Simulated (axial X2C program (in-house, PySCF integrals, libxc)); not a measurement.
Levels of LiK⁻ by electron attachment to LiK (EOM-EA-CCSD)

Calculated with an in-house all-electron X2C program for linear molecules (integrals from PySCF): two-component X2C with atomic mean-field Coulomb and Gaunt terms, Gaussian nuclei, basis K dyall-acv3z, Li dyall-acv3z with contracted cores.

R = 3.529 Å (1.045 times 3.377 Å, the PBE0 minimum at charge 0 for the lowest determinant).

Levels of LiK⁻ obtained by attaching an electron to LiK:

```tsv
Ω	binding energy (eV)	above lowest (cm⁻¹)	attached spinor	one-particle weight
1/2	0.396	0	46% K pσ, 24% K sσ, 21% Li pσ	0.94
3/2	-0.072	3772	80% K pπ, 18% Li pπ	0.97
1/2	-0.072	3772	81% K pπ, 18% Li pπ	0.97
1/2	-0.082	3855	64% K sσ, 20% K pσ, 10% Li pσ	0.98
1/2	-0.174	4595	70% K pσ, 19% K sσ, 9% Li pσ	0.99
1/2	-0.276	5417	55% K pπ, 42% Li pπ	0.96
3/2	-0.277	5425	56% K pπ, 42% Li pπ	0.96
```

Negative binding energies belong to unbound states, resonances or levels that the basis set holds; within some tenths of an eV of zero the sign is not settled.

This point took 8 s on 1 thread of Arm Neoverse V2, with other jobs on the host.

Reference electrons by ω block (each with its −ω partner): 1/2: 9, 3/2: 2. 10 electrons of LiK correlated (inner shells frozen), 92 natural virtual spinors (a truncated set); levels can be off by some tenths of an eV. Roots sought by Ω: (1/2: 5, 3/2: 4, 5/2: 2, 7/2: 1); the list ends where they run out and leaves out roots under 60 % one-particle weight. The solver can skip a root, and states that need a further excitation, which the method places far too high, are missing though they may lie low or lowest. T1 of the reference 0.013 (Lee–Taylor). Number of frozen shells: K 2 s, 1 p; Li 1 s.
